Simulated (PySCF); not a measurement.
CH7ClN2Si2, SMILES N[Si@]1(Cl)NC[SiH2]1. Heavy atoms are numbered as in [NH2:1][Si@:2]1([Cl:3])[NH:4][CH2:5][SiH2:6]1. Hydrogens are named by the atom that carries them.

Geometry: B3LYP-D3(BJ)/def2-SVP. The structure was generated by enumeration; whether it is a known compound was not checked. The values are those of a single conformer.

These are PBE/pcSseg-1 (PySCF) values and carry that method's errors.

GIAO shieldings, no solvent; atoms alike by connectivity are averaged. δ = σ(ref) − σ: ¹⁵N against NH3 (σ = 267.0 ppm); ²⁹Si against TMS (σ = 335.4 ppm); ³⁵Cl against HCl (σ = 936.5 ppm); ¹³C against TMS (σ = 182.0 ppm); ¹H against TMS (σ = 31.49 ppm), references at their B3LYP-D3(BJ)/def2-TZVP geometries, non-relativistic (without spin–orbit terms, shifts of atoms bonded to Cl or Br come out too high).

Estimate the chemical shifts. (The exact figures need the calculation; the answer reports its results.)


```tsv
nucleus	atoms	count	δ (ppm)
¹⁵N	N4 (NH)	1	94.0
¹⁵N	N1 (NH2)	1	56.8
²⁹Si	Si2	1	-6.6
²⁹Si	Si6 (SiH2)	1	-30.4
³⁵Cl	Cl3	1	129.3
¹³C	C5 (CH2)	1	30.1
¹H	H on Si6	2	4.83
¹H	H on C5	2	3.09
¹H	H on N4	1	2.18
¹H	H on N1	2	1.52
```
